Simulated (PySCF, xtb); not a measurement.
YOBr, SMILES [O]=[Y][Br].

Harmonic wavenumbers (cm⁻¹) from GFN2-xTB run with xtb at its own minimum, in rising order: 134, 196, 559.

Q: What does PBE0-D3(BJ)/def2-TZVP (PySCF 2.14.0) give at its own minimum? (Estimate from the structure and the level; the computed values follow.)

A: 113, 244, 879. Paired by order, the mean absolute difference is 129 cm⁻¹ and the zero-point energies are 1.3 and 1.8 kcal/mol.
